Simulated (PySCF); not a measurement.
Electron correlation in Xe⁴⁺ (xenon, charge +4)

Starting occupation: [Kr] 4d10 5s2 5p2, 5p1/2 with m_j = -1/2, +1/2. All numbers are calculated (PySCF 2.14, X2C-1e with screened-nucleus spin-orbit coupling, Gaussian nucleus, in x2c-TZVPall-2c (8s9p5d2f, 74 functions)). Frozen: [Ar] 3d10; 22 electrons correlated; the 6 highest virtual spinors left out.

MP2 pair energies summed by pair of shells (mhartree):

```tsv
pair	energy	share (%)
4d3/2-4d5/2	-128.25	21.6
4d5/2-4d5/2	-96.42	16.3
4d5/2-5s1/2	-42.12	7.1
4d3/2-4d3/2	-41.94	7.1
4d5/2-5p1/2	-29.73	5.0
4d5/2-4p3/2	-29.03	4.9
4d3/2-5s1/2	-26.70	4.5
5p1/2-5s1/2	-23.57	4.0
4d3/2-5p1/2	-19.84	3.3
4d3/2-4p3/2	-19.70	3.3
5s1/2-5s1/2	-18.84	3.2
5p1/2-5p1/2	-16.64	2.8
4p3/2-4p3/2	-14.97	2.5
4d5/2-4p1/2	-12.61	2.1
4p1/2-4p3/2	-12.57	2.1
4d5/2-4s1/2	-11.21	1.9
4d3/2-4p1/2	-8.13	1.4
4d3/2-4s1/2	-7.36	1.2
4p3/2-5s1/2	-7.18	1.2
4p3/2-4s1/2	-6.78	1.1
4p3/2-5p1/2	-5.06	0.9
4p1/2-4p1/2	-3.46	0.6
4p1/2-4s1/2	-3.11	0.5
4p1/2-5s1/2	-2.72	0.5
4s1/2-4s1/2	-2.37	0.4
4p1/2-5p1/2	-1.47	0.2
4s1/2-5s1/2	-0.84	0.1
4s1/2-5p1/2	-0.74	0.1
```

Total MP2 correlation energy: -593.35 mhartree.

This basis was not built for core-valence correlation, so the inner-shell part is incomplete.
